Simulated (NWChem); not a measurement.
SiH$_{3}$SeOI; SMILES [SiH3]O[Se]I

```xyz
7

Se     1.0700     0.6407    -0.0751
I     -0.2541    -1.5168     0.0090
O     -0.0399     1.8036     0.7176
Si    -1.2679     2.5595    -0.1749
H     -0.6827     3.3118    -1.3226
H     -1.9261     3.4871     0.7839
H     -2.2361     1.5436    -0.6789
```
Atoms are numbered in this order, from 1.

Coordinates come from a PBE0/def2-SVP optimisation. No frequency run checked for a minimum. def2 effective core potentials on I; no spin-orbit coupling.

List the 4 lowest vertical singlet excitations from CAM-B3LYP/def2-SVPD with def2 effective core potentials on I, TDA (NWChem).


```json
[
 {"state": "S1", "energy (eV)": "2.38", "oscillator strength": "0.001", "leading excitation (squared amplitude)": "HOMO → LUMO (0.98)"},
 {"state": "S2", "energy (eV)": "3.59", "oscillator strength": "0.001", "leading excitation (squared amplitude)": "HOMO → LUMO+1 (0.91)"},
 {"state": "S3", "energy (eV)": "3.90", "oscillator strength": "0.001", "leading excitation (squared amplitude)": "HOMO−1 → LUMO (0.98)"},
 {"state": "S4", "energy (eV)": "4.36", "oscillator strength": "0.001", "leading excitation (squared amplitude)": "HOMO−2 → LUMO (0.92)"}
]
```
